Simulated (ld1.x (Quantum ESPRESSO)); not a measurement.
## Configuration tests for Si (Z = 14) (PAW)

Si (Z = 14), PAW, made with ld1.x (Quantum ESPRESSO) 7.5 (BP86, scalar-relativistic). Core [He], reference 2s2 2p6 3s2 3p1 (charge +1). Waves: 2s (bound): rcut 0.80, rcutus 1.00 bohr; 3s (bound): rcut 0.80, rcutus 1.00 bohr; 2p (bound): rcut 0.90, rcutus 1.05 bohr; 3p (bound): rcut 0.90, rcutus 1.05 bohr; 3d channel at 0.05 Ry: rcut 1.00, rcutus 1.10 bohr; 3d channel at 0.85 Ry: rcut 1.00, rcutus 1.10 bohr. Local part: all-electron potential smoothed inside 0.80 bohr (lloc = -1). Core correction: a·sin(br)/r model core inside 1.00 bohr. Augmentation charge: PSQ, inside the norm-conserving radii.

Energies are relative to the spin-unpolarised reference configuration 2s2 2p6 3s2 3p1; without spin polarisation the order of configurations can differ from experiment.

Its overlap operator is not positive definite in a basis up to 400 Ry (lowest eigenvalue s -0.10), so the file is unfit for use: the generalised eigenproblem breaks down once the basis is large enough, and its test numbers describe a broken file.

| valence configuration | charge | ΔE all-electron (eV) | error AE − PS (meV) |
| --- | --- | --- | --- |
| 2s2 2p6 3s2 3p2 | 0 | -7.839 | +0.1 |
| 2s2 2p6 3s2 3p0 | +2 | 16.102 | -0.1 |
| 2s2 2p6 3s1 3p0 | +3 | 50.225 | -1.1 |
| 2s2 2p6 3s0 3p4 | 0 | 5.963 | +2.2 |
| 2s2 2p6 3s2 3p2.3 | -0.3 | -8.800 | +0.1 |
| 2s2 2p6 3s2 3p1.5 | +0.5 | -4.868 | +0.1 |
| 2s1 2p6 3s2 3p2 | +1 | 145.367 | -15 |

Levels in the configuration 2s2 2p6 3s2 3p1.5:

```json
{"level": "2s", "all-electron (eV)": "-144.085", "pseudo (eV)": "-144.082"}
{"level": "2p", "all-electron (eV)": "-100.148", "pseudo (eV)": "-100.145"}
{"level": "3s", "all-electron (eV)": "-14.835", "pseudo (eV)": "-14.835"}
{"level": "3p", "all-electron (eV)": "-7.775", "pseudo (eV)": "-7.775"}
```

The ghost test of this file was not conclusive.
